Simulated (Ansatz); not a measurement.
```yaml
crystal:
  periodic: [false, false, false]
  atoms:
    - {symbol: C, position_ang: [-1.525783, -2.447758, -0.105006]}
    - {symbol: C, position_ang: [-2.387440, -1.352821, 0.492213]}
    - {symbol: N, position_ang: [-1.965582, -0.034807, 0.076705]}
    - {symbol: C, position_ang: [-2.762472, 1.016227, 0.671883]}
    - {symbol: Hf, position_ang: [-0.437984, 0.402159, -1.185470]}
    - {symbol: F, position_ang: [-0.593839, 2.236792, -1.755638]}
    - {symbol: F, position_ang: [-0.293277, -0.781979, -2.706097]}
    - {symbol: N, position_ang: [1.260077, 0.229747, -0.100055]}
    - {symbol: C, position_ang: [1.510706, -0.148227, 1.266597]}
    - {symbol: C, position_ang: [2.454967, 0.519207, -0.873146]}
    - {symbol: C, position_ang: [3.193588, 1.780204, -0.451942]}
    - {symbol: H, position_ang: [-0.474467, -2.326818, 0.180213]}
    - {symbol: H, position_ang: [-1.845648, -3.428066, 0.251876]}
    - {symbol: H, position_ang: [-1.586463, -2.458915, -1.196770]}
    - {symbol: H, position_ang: [-2.352411, -1.417547, 1.591447]}
    - {symbol: H, position_ang: [-3.439482, -1.519444, 0.212769]}
    - {symbol: H, position_ang: [-2.700489, 0.994568, 1.768931]}
    - {symbol: H, position_ang: [-3.823067, 0.924277, 0.399167]}
    - {symbol: H, position_ang: [-2.424506, 2.002958, 0.341128]}
    - {symbol: H, position_ang: [1.954841, 0.663646, 1.856904]}
    - {symbol: H, position_ang: [0.575867, -0.429298, 1.755778]}
    - {symbol: H, position_ang: [2.195005, -1.008043, 1.325766]}
    - {symbol: H, position_ang: [3.138885, -0.343258, -0.839900]}
    - {symbol: H, position_ang: [2.176644, 0.620048, -1.935453]}
    - {symbol: H, position_ang: [2.534152, 2.649162, -0.512596]}
    - {symbol: H, position_ang: [3.563647, 1.703072, 0.572426]}
    - {symbol: H, position_ang: [4.054551, 1.954933, -1.101753]}
basis:
  gaussian: {orbitals: def2-TZVP}
magnetization: {spin_polarized: true, initial_magnetization: 6}
hamiltonian: {xc: {name: SPW92}}
```

```sh
$ ansatz run in.yaml --threads 11 --pin off --events-out ev --progress --plain --max-ram 174080MiB --backend cuda --devices 0, --max-vram 75GiB
```

Output, abridged:

```
Functional definition: SPW92
  name "SPW92"
  cite "Dirac, Proc. Camb. Phil. Soc. 26, 376 (1930) doi:10.1017/S0305004100016108"
  cite "Slater, Phys. Rev. 81, 385 (1951) doi:10.1103/PhysRev.81.385"
  cite "Perdew & Wang, Phys. Rev. B 45, 13244 (1992) doi:10.1103/PhysRevB.45.13244"
  exchange = slater_x
  correlation = pw_c
2751 factors; their error is unknown
mean field evaluation 1: about -16039.5237 eV, gradient 8.6e1 eV
mean field evaluation 2: about -15918.3293 eV, gradient 1.7e2 eV
mean field evaluation 4: about -16066.5845 eV, gradient 4.5e1 eV
mean field evaluation 8: about -16068.0739 eV, gradient 3.6e1 eV
mean field evaluation 16: about -16076.5159 eV, gradient 2.7e-1 eV
mean field evaluation 32: about -16076.4396 eV, gradient 4.4e-3 eV
mean field -16076.43962946 eV, -590.7982593805 hartree, gradient 1.6e-5 eV, S^2 12.004845; 10 other end points of the search recorded, 0 dependent functions left out
reference -16076.43969904 eV, -590.7982619374 hartree; 51, 45 occupied and 395, 401 virtual orbitals, 2751 factors
Total energy: -16076.43969904 eV, -590.7982619374 hartree
```

(1) What is wrong with this run?

## Answers

(1) The spin is set far too high for this molecule. Self-consistency was reached. The result belongs to that input, not to the molecule as meant.
